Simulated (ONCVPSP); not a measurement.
## Ranking ONCV potentials for Be (Z = 4)

All share these settings but for the change named:

```
Element                 : beryllium (Be)
Generator               : ONCVPSP 4.0.1
Type                    : optimised norm-conserving Vanderbilt (ONCV)
Functional              : PBE
Relativity              : scalar-relativistic
Frozen core             : none
Valence charge          : 4
Reference configuration : 1s2 2s2
Partial waves           : 1s+2s: rc 0.90 bohr, ncon 3, nbas 8, qcut 15 1/bohr, 2 projectors; p scattering state at 0.3 Ha: rc 0.70 bohr, ncon 4, nbas 7, qcut 10.1 1/bohr, 2 projectors, debl 1.7 Ha; d scattering state at 0.33 Ha: rc 0.75 bohr, ncon 4, nbas 8, qcut 13.5 1/bohr, 1 projector
Local potential         : polynomial inside 0.55 bohr (lpopt 5, dvloc0 0 Ha)
Core correction         : none
```

Cutoff: the first of the cutoffs (Ha) at which the residual kinetic energy of the hardest occupied pseudo-wave falls to 1 and 0.1 mHa per electron; the density cutoff is not measured.

The base gives 74 Ha.

Of 8 variants that were run, those that failed, showed a ghost or another fault, or gave nearly equal values are left out.

A variant can come out equal or close to the base.

Q: Rank these variants from softest to hardest (loose cutoff).
A. all radii scaled by about 0.84 (s 0.76, p 0.58, d 0.64 bohr); local potential polynomial inside 0.46 bohr (lpopt 5, dvloc0 0 Ha)
B. all radii scaled by about 1.13 (s 1.02, p 0.80, d 0.84 bohr); local potential polynomial inside 0.62 bohr (lpopt 5, dvloc0 0 Ha)
C. all radii scaled by about 1.25 (s 1.12, p 0.88, d 0.94 bohr); local potential polynomial inside 0.68 bohr (lpopt 5, dvloc0 0 Ha)

A: C (62 Ha), B (71 Ha), A (83 Ha).
